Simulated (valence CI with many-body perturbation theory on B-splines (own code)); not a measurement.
Ladder of approximations for Tc10+

Computed by valence CI with perturbative core correlation (CI+MBPT): five valence electrons over a frozen Dirac-Fock core [Ar] 3d10, radial functions for each j: 9 s, 9 p, 8 d, 6 f, 3 g, 1 h, with the one-electron correlation potential Σ1, the two-electron term Σ2, the three-electron term Σ3, Breit, model QED; selected CI, second order for the rest, scaled by the run's own slope (own B-spline code, finite nucleus).

No measured levels were compared; by estimate levels hold to about 250 cm⁻¹ or 0.2 % of their energy and the worst to 1 %, as in measured heavy ions of charge 2 to 7; those with d or f electrons hold less well. Among the levels kept, up to 650 cm⁻¹ of a level comes from second order outside the variational space, and about a tenth of that is noise between levels of different J, which matters for small intervals.

Each rung adds one term. CI alone is the Dirac-Coulomb CI over the frozen core; QED comes last and gives the full result, which names the levels. Energies are above 4s2 4p3 4S°_3/2 on the same rung, in cm⁻¹.

Names give the largest LS component (configuration and term), which can be under half, so a name can repeat, a term be missing and a line seem to break the LS rules; names also repeat where a configuration has a term twice. Letters in brackets count levels of one name in rising energy.

| Level | CI alone | + Σ1 | + Σ2 | + Σ3 | + Breit | Full |
| --- | --- | --- | --- | --- | --- | --- |
| 4s2 4p3 2D°_3/2 | 29796 | 29984 | 29641 | 29556 | 29413 | 29430 |
| 4s2 4p3 2D°_5/2 | 39958 | 40292 | 39965 | 39881 | 39573 | 39609 |
| 4s2 4p3 2P°_1/2 | 61369 | 61754 | 61073 | 60878 | 60601 | 60632 |
| 4s2 4p3 2P°_3/2 | 79927 | 80710 | 80364 | 80218 | 79514 | 79598 |
| 4s 4p4 4P_5/2 | 241934 | 243006 | 244386 | 244495 | 244504 | 243869 |
| 4s 4p4 4P_3/2 | 259471 | 260818 | 262350 | 262467 | 262226 | 261632 |
| 4s 4p4 4P_1/2 | 264574 | 265946 | 267351 | 267447 | 267201 | 266608 |
| 4s 4p4 2D_3/2 | 299630 | 301011 | 300928 | 300943 | 300724 | 300162 |
| 4s 4p4 2D_5/2 | 305674 | 307196 | 307358 | 307380 | 306964 | 306412 |
| 4s 4p4 2S_1/2 | 342114 | 343623 | 341574 | 341430 | 341176 | 340627 |
| 4s 4p4 2P_3/2 | 347022 | 348594 | 346392 | 346390 | 345968 | 345515 |
| 4s 4p4 2P_1/2 | 373766 | 375738 | 374162 | 374111 | 373295 | 372883 |
| 4s2 4p2 4d 4F_3/2 | 380639 | 382028 | 382042 | 382152 | 381717 | 381651 |
| 4s2 4p2 4d 4F_5/2 | 388153 | 389674 | 389778 | 389904 | 389279 | 389239 |
| 4s2 4p2 4d 2F_5/2 [a] | 399549 | 401191 | 401461 | 401577 | 400837 | 400812 |
| 4s2 4p2 4d 4F_7/2 | 400215 | 401978 | 402312 | 402462 | 401548 | 401548 |
| 4s2 4p2 4d 4D_1/2 | 405330 | 407064 | 406761 | 406864 | 406119 | 406083 |
| 4s2 4p2 4d 4D_3/2 | 406976 | 408717 | 408417 | 408520 | 407737 | 407702 |
| 4s2 4p2 4d 2F_7/2 [a] | 406881 | 408629 | 408843 | 408961 | 408081 | 408073 |

Question: How does the ionisation energy move along the ladder, and which term matters most?

Answer: CI alone 214.37, + Σ1 215.31, + Σ2 215.18, + Σ3 215.07, + Breit 215.01, + QED 215.02 eV. The largest step is Σ1, 0.94 eV. NIST lists 214 ± 2.4 eV (theoretical).
